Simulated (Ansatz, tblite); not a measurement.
Cost and result up the ladder for InMe2H (C2H7In) (10 atoms). The state is a singlet with charge 0. Geometry: r2SCAN-D4/def2-SVP.

```
atom    x (Å)    y (Å)    z (Å)
 In1   0.1113   0.2475  -0.7964
  C2   0.8071   1.4799   0.8556
  H3   1.5881   0.9415   1.4172
  H4  -0.0204   1.6770   1.5563
  H5   1.2196   2.4406   0.5139
  C6  -0.8757  -1.6385  -0.3481
  H7  -1.8317  -1.4424   0.1648
  H8  -0.2560  -2.2401   0.3365
  H9  -1.0794  -2.2273  -1.2545
 H10   0.3371   0.7618  -2.4454
```

Ansatz on 4 threads of Arm Neoverse V2 on a shared host; xTB runs through tblite on one thread. Times are rough, summed over both states, and most runs start from the orbitals of an earlier one. PBE0-D4/def2-TZVP serves as the yardstick here, not as an exact answer. The other state is a doublet.

In the def2 sets In takes a core potential; there is no spin–orbit coupling. The xTB rows come from tblite. HOMO above LUMO, or a gap near zero within one spin, warns that the state may not be the lowest or that an electron is smeared out.

Raw xTB energies of ions are shifted by several eV.

| level | functions | wall time | vertical IE (eV) | difference from PBE0-D4/def2-TZVP (eV) | remarks |
| --- | --- | --- | --- | --- | --- |
| GFN2-xTB | 24 | 0.005 s | 13.29 | 4.14 | – |
| GFN1-xTB | 31 | 0.008 s | 13.40 | 4.26 | – |
| PBE0-D4/def2-TZVP | 154 | 4.1 s | 9.14 | 0.00 | – |
| PBE-D4/def2-TZVP | 154 | 4.1 s | 9.01 | -0.14 | gap within one spin near zero (+1 doublet) |
| r2SCAN-D4/def2-TZVP | 154 | 7.9 s | 9.00 | -0.14 | – |
